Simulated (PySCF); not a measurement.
## Two-component Hartree-Fock for Ge²³⁺ (germanium, charge +23)

Start: [He] 2s2 2p5; 2p1/2 filled at m_j = -1/2, +1/2; 2p3/2 filled at m_j = -1/2, +1/2, +3/2. Calculated with PySCF 2.14 in an even-tempered Gaussian basis (18 s from 6.6 bohr⁻², ratio 2.4; 12 p from 8.6 bohr⁻², ratio 2.4; 5 d from 36 bohr⁻², ratio 2.6; 5 f from 54 bohr⁻², ratio 2.6): generalised Hartree-Fock with the X2C-1e Hamiltonian and a Gaussian nucleus; one run each with spin-orbit coupling (SO) switched off, then screened by Boettger's factors.

| spinor shell | electrons | ε, spin-free (eV) | ε, screened SO (eV) | weight of nominal j (screened SO) | rms radius, screened SO (bohr) |
| --- | --- | --- | --- | --- | --- |
| 1s1/2 | 2 | -12322.5 | -12321.4 | 1.000 | 0.0541 |
| 2s1/2 | 2 | -2481.6 | -2481.3 | 1.000 | 0.220 |
| 2p1/2 | 2 | -2320.0 | -2342.6 | 0.977 | 0.193 |
| 2p3/2 | 3 | -2320.0 | -2308.7 | 0.985 | 0.196 |

| quantity | spin-free | screened SO |
| --- | --- | --- |
| E (hartree) | -1723.21818 | -1723.69046 |
| M_J | 3/2 | 3/2 |
| ⟨J²⟩ | 3.750 | 3.750 |
| ⟨L²⟩ | 2.000 | 2.001 |
| ⟨S²⟩ | 0.750 | 0.751 |

Each row is a mean over spinors that exchange with the open shell spreads, by up to 24.584 eV (2s1/2).

Without spin-orbit coupling the j labels of p, d and f shells carry no meaning; the spin-free column gives the mean over the occupied spinors of each nl shell.
